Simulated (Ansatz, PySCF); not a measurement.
formamidinium (CH₅N₂), SMILES [NH2+]=CN, charge +1. Atoms are numbered in the order given.

```xyz
8

N      0.0000     1.1582    -0.1801
C      0.0000     0.0000     0.4185
N      0.0000    -1.1582    -0.1801
H      0.0000     1.2585    -1.1855
H      0.0000     2.0062     0.3659
H      0.0000     0.0000     1.5042
H      0.0000    -1.2585    -1.1855
H      0.0000    -2.0062     0.3659
```
Charge +1, spin multiplicity 1.

The structure is a stationary point at PBE0-D3(BJ)/def2-TZVP. The values are those of a single conformer.

Two levels are set side by side: PBE-D3(BJ)/def2-TZVP (Ansatz, a program for electronic structure) and PBE0-D3(BJ)/def2-TZVP (Ansatz). Each level has its own optimised geometry; the coordinates shown are those of the second. Frequencies come from the Hessian of PySCF at each geometry. Differences are taken from unrounded values.

```tsv
quantity	PBE0-D3(BJ)
mean bond length (Å)	1.104
bond N1–C2 (Å)	1.304
bond C2–N3 (Å)	1.304
bond N1–H4 (Å)	1.010
bond N1–H5 (Å)	1.009
bond C2–H6 (Å)	1.086
bond N3–H7 (Å)	1.010
bond N3–H8 (Å)	1.009
highest harmonic wavenumber (cm⁻¹)	3689
mean harmonic wavenumber (cm⁻¹)	1776
zero-point energy (kcal/mol)	45.70
```

Question: What does PBE-D3(BJ) give, and how far is it from PBE0-D3(BJ)? (The exact figures need the calculation; the answer reports its results.)

Answer: 
```
quantity                            PBE-D3(BJ)  PBE-D3(BJ) minus PBE0-D3(BJ)
----------------------------------  ----------  ----------------------------
mean bond length (Å)                     1.113                         0.009
bond N1–C2 (Å)                           1.315                         0.011
bond C2–N3 (Å)                           1.315                         0.011
bond N1–H4 (Å)                           1.019                         0.009
bond N1–H5 (Å)                           1.017                         0.008
bond C2–H6 (Å)                           1.092                         0.007
bond N3–H7 (Å)                           1.019                         0.009
bond N3–H8 (Å)                           1.017                         0.008
highest harmonic wavenumber (cm⁻¹)        3577                          -112
mean harmonic wavenumber (cm⁻¹)           1718                           -58
zero-point energy (kcal/mol)             44.22                         -1.48
```

Exact exchange shortens and stiffens bonds; PBE has none. Differences between two approximate levels are no errors against the true value.
